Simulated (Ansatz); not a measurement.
Consider the redistribution: `[CH3][Zr]([CH3])([F])[F]` + `[OH][Ge][Br]` → `[CH3][Zr]([OH])([F])[F]` + `[CH3][Ge][Br]`.

Program: Ansatz. Geometries: PBE0-D4/def2-TZVP. ΔE: electronic, gas phase. CBS: MP2 limit from def2 TZ/QZ plus the TZ coupled-cluster correction, frozen cores. DFT in def2-TZVPP. B3LYP here is the variant with VWN-RPA as its local correlation; programs differ in this. HSE06 is defined as in plane-wave codes. def2 core potentials past Kr. For Br, Ge, Zr outer-core shells are correlated without core-valence functions, which leaves a few kJ/mol of doubt a bond. Scalar relativity is left out up to krypton. One conformer a species, not always the lowest.

| level | ΔE (kcal/mol) | difference from CCSD(T)/CBS |
| --- | --- | --- |
| LDA (SPW92) | -16.4 | 1.6 |
| PBE-D4 | -15.5 | 2.5 |
| revPBE-D4 | -15.3 | 2.7 |
| BLYP-D4 | -15.4 | 2.6 |
| r2SCAN-D4 | -15.9 | 2.1 |
| B97M-V | -15.8 | 2.2 |
| PBE0-D4 | -16.9 | 1.1 |
| B3LYP-D4 | -16.6 | 1.4 |
| r2SCANh-D4 | -16.5 | 1.5 |
| r2SCAN0-D4 | -17.2 | 0.8 |
| HSE06-D4 | -16.8 | 1.2 |
| ωB97X-V | -17.6 | 0.4 |
| B2PLYP | -17.2 | 0.8 |
| PBE-QIDH | -18.2 | -0.2 |
| PBE | -15.4 | 2.6 |
| revPBE | -15.0 | 3.0 |
| BLYP | -15.2 | 2.8 |
| r2SCAN | -16.0 | 2.0 |
| PBE0 | -16.9 | 1.1 |
| B3LYP | -16.5 | 1.5 |
| r2SCANh | -16.5 | 1.5 |
| r2SCAN0 | -17.2 | 0.8 |
| HSE06 | -16.8 | 1.2 |
| BHLYP | -18.0 | 0.0 |
| CAM-B3LYP | -17.6 | 0.4 |
| LC-ωPBE | -18.7 | -0.7 |
| RPA@PBE/def2-TZVPP | -17.1 | 0.9 |
| HF/def2-SVP | -23.6 | -5.6 |
| MP2/def2-SVP | -22.2 | -4.2 |
| CCSD/def2-SVP | -22.4 | -4.4 |
| HF/def2-TZVPP | -19.6 | -1.6 |
| MP2/def2-TZVPP | -18.4 | -0.4 |
| SCS-MP2/def2-TZVPP | -18.3 | -0.3 |
| CCSD/def2-TZVPP | -18.7 | -0.7 |
| CCSD(T)/def2-TZVPP | -18.2 | -0.2 |
| MP2/def2-QZVPP | -18.2 | -0.2 |
| SCS-MP2/def2-QZVPP | -18.1 | -0.1 |
| HF/CBS(def2) | -19.4 | -1.4 |
| MP2/CBS(def2) | -18.2 | -0.2 |
| CCSD/CBS(def2) | -18.4 | -0.4 |
| CCSD(T)/CBS | -18.0 | 0 |

Largest T1 diagnostic among the species: 0.017.

Leaving LDA and LC-ωPBE aside and taking each functional with its dispersion term where it has one, the values spread over 2.9 kcal/mol, from PBE-QIDH to revPBE-D4. LDA lies −1.0 kcal/mol from PBE without D4. From BLYP to BHLYP (50 % exact exchange), in def2-TZVPP and without D4, ΔE moves by −2.9 kcal/mol. In def2-TZVPP, CCSD(T) changes the Hartree–Fock value by +1.4 kcal/mol (the triples alone add +0.4 kcal/mol) and MP2 by +1.2 kcal/mol.
